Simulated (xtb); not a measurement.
CH5FN2Si2, SMILES [SiH2]1N[Si@H](F)C=N1. All values are semi-empirical tight-binding results from xtb (GFN2-xTB unless named), good for trends rather than for accurate numbers. Coordinates come from a GFN2-xTB optimisation. The structure was generated by enumeration; whether it is a known compound was not checked.

Optimised geometry:

```xyz
11

F     -2.0462     1.1749    -0.3846
Si    -1.0321    -0.0589    -0.6227
C     -0.5474    -0.8873     1.0220
N      0.6677    -0.8627     1.3693
Si     1.7508    -0.0369     0.2781
N      0.5714     0.4689    -0.9159
H     -1.6542    -0.8846    -1.6367
H     -1.2470    -1.3871     1.6902
H      2.3478     1.1093     0.9491
H      2.6851    -0.9943    -0.3006
H      0.8334     1.0040    -1.7232
```

Computed properties:
```yaml
orbital_gap: 2.08 eV
dipole_moment: 2.05 D
zero_point_energy: 40.1 kcal/mol
G − E(el) at 298.15 K (modified RRHO): 20.3 kcal/mol
static polarisability (D4 model): 81.3 bohr³
solvation energy, GFN2-xTB/ALPB(water): -1.1 kcal/mol
solvation energy, GFN2-xTB/ALPB(thf): -3.6 kcal/mol
```

**Question.** Give the atomic charges and the Wiberg bond orders between heavy atoms. (An estimate is asked for; the answer gives what the named calculation found.)

**Answer.** charges (e) F1 -0.27, Si2 0.56, C3 -0.02, N4 -0.32, Si5 0.53, N6 -0.44, H7 -0.06, H8 0.03, H9 -0.07, H10 -0.08, H11 0.14. Bond orders F1–Si2 1.07, Si2–C3 0.83, C3–N4 1.98, N4–Si5 1.03, Si2–N6 1.13, Si5–N6 0.97.
